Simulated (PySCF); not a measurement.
# From a computed spectrum to the compound

A species of 7 atoms with charge 0 has these harmonic modes (PBE, small Gaussian bases with core potentials, PySCF 2.14.0):

```csv
cm⁻¹,km/mol,symmetry
16,10.0,a1
122,1.2,e
122,1.2,e
268,0.0,a2
348,247.2,e
348,247.2,e
473,0.1,e
473,0.1,e
482,446.8,a1
590,156.7,e
590,156.7,e
612,0.1,a1
3870,149.9,e
3870,149.9,e
3870,0.1,a1
```

Problem. Which species is it, and in which structure?

Solution. Er(OH)3 (singlet in the valence; each metal's 4f electrons, 11 of them, lie in its core potential, out of spins and levels):
```xyz
7

Er    0.0000    0.0000   -0.0056
O     2.0315    0.0000    0.0172
H     2.9968    0.0000    0.0370
O    -1.0157    1.7593    0.0172
H    -1.4984    2.5953    0.0370
O    -1.0157   -1.7593    0.0172
H    -1.4984   -2.5953    0.0370
```
Ideal gas at 298.15 K and 1 bar: S = 375.3 J/(mol K), Cp = 107.6 J/(mol K), H − H(0 K) = 22.2 kJ/mol (rigid rotor, harmonic modes, spin degeneracy alone, that of the 4f electrons in the core included; the modes under 60 cm⁻¹ make these uncertain). An lcecp potential fixes the number of 4f electrons, so in runs with it no electron can move into or out of that shell.
 The answer isn't unique; the calculation gave this one.
